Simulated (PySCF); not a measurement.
# Electron correlation in Sb²⁺ (antimony, charge +2)

[Kr] 4d10 5s2 5p1, 2P determinant. Computed with PySCF 2.14 in cc-pVTZ-PP with ECP28MDF (5s4p3d1f, 39 functions), with a scalar-relativistic core potential. Frozen: 4s2 4p6 4d10; 3 electrons correlated.

MP2 pair energies summed by pair of shells (mhartree):

```json
{"pair": "5s-5s", "energy": "-18.88", "share (%)": "55.7"}
{"pair": "5s-5p", "energy": "-15.03", "share (%)": "44.3"}
```

Total MP2 correlation energy: -33.91 mhartree.

Same-spin part -2.24 and opposite-spin part -31.67 mhartree; SCS-MP2 scales them by 1/3 and 6/5 to -38.75 mhartree.

```tsv
level	correlation energy (mhartree)
CCSD	-45.91
(T)	-0.60
CCSD(T)	-46.51
```

Diagnostics: T1 = 0.0086, D1 = 0.0198, largest double amplitude 0.095.

Cost of the coupled-cluster step: 0.34 s of wall time on 1 thread of Neoverse-V1 (shared host), for 3 correlated electrons.
